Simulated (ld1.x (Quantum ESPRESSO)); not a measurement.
**selenium, RRKJ: configuration errors across variants**

| Item | Value |
| --- | --- |
| Element | Se (Z = 34) |
| Generator | ld1.x (Quantum ESPRESSO) 7.5 |
| Type | norm-conserving RRKJ (Kleinman–Bylander form) |
| Functional | LDA (PZ) |
| Relativity | scalar-relativistic |
| Frozen core | [Ne] 3s2 |
| Valence charge | 22 |
| Reference configuration | 3p6 3d10 4s2 4p3 (charge +1) |
| Partial waves | 4s (bound): rc 1.25 bohr; 3p (bound): rc 0.50 bohr; 3d (bound): rc 0.75 bohr |
| Local potential | the d channel |
| Core correction | none |
| rho0 | 0.01 |

Occupied shells without a wave of their own: 4p. They enter only through the test configuration that unscreens the potential.

All-electron excitation energies from the reference (eV): (1) 3p6 3d10 4s2 4p4 -11.009; (2) 3p6 3d10 4s2 4p2 20.558; (3) 3p6 3d10 4s2 4p1 51.714; (4) 3p6 3d10 4s1 4p4 11.585; (5) 3p6 3d10 4s0 4p6 11.086; (6) 3p6 3d10 4s1 4p5 -0.070; (7) 3p6 3d10 4s2 4p0 94.287; (8) 3p6 3d10 4s2 4p3 spin -1.638; (9) 3p6 3d10 4s2 4p4 spin -11.602.

Spin tests fill each open shell by Hund’s rule, majority spin first.

For the base: The 4p level has no wave, so the channel is fitted at the deeper level alone: the likely source of the large errors.

On the changes marked as counting shells twice: ld1.x takes every shell without a wave as core, so the model core holds the marked electrons as well and exchange and correlation see them twice. This cancels in the reference configuration, but the file is broken for other ones, and its errors say nothing about a proper core correction.

4 further variants failed, have other tests or another functional or relativity, and are left out.

A true bound ghost makes a file unfit for plane-wave use even where its test errors are small: the radial tests pick states by their node count and pass the ghost by. Where a test does run into it, the solver fails or the error is huge.

The file “wave 3d (bound): rc 0.75 bohr becomes 3d (bound): rc 0.96 bohr” misses its own reference levels by 0.6 eV.

Errors AE − PS in meV (a dash: test not solved or not reliable):

| change | (1) | (2) | (3) | (4) | (5) | (6) | (7) | (8) | (9) | bound ghosts |
| --- | --- | --- | --- | --- | --- | --- | --- | --- | --- | --- |
| base | -88 | +138 | +342 | -127 | -352 | -207 | +636 | +4.8 | -87 | s |
| wave 3d (bound): rc 0.75 bohr becomes 3d (bound): rc 0.96 bohr | -436 | +671 | +1606 | -588 | -1596 | -980 | +2850 | -4.7 | -441 | s |
| type TM; local potential all-electron potential smoothed inside 0.80 bohr (lloc = -1); rho0 0 | +149 | -230 | -552 | +187 | +488 | +316 | -978 | +7.8 | +153 | s |
| core correction a·sin(br)/r model core inside 0.56 bohr (4p counted twice) | -179 | +31 | -124 | -132 | -506 | -327 | -526 | -389 | -300 | s |

Problem. Give the same row for: wave 3p (bound): rc 0.50 bohr becomes 3p (bound): rc 0.46 bohr.

Solution. -79, +125, +309, -115, -322, -188, –, +5.0, -78; bound ghosts: s. Not counted: 3p6 3d10 4s2 4p0 (solver errors, printed error -27.0 eV).
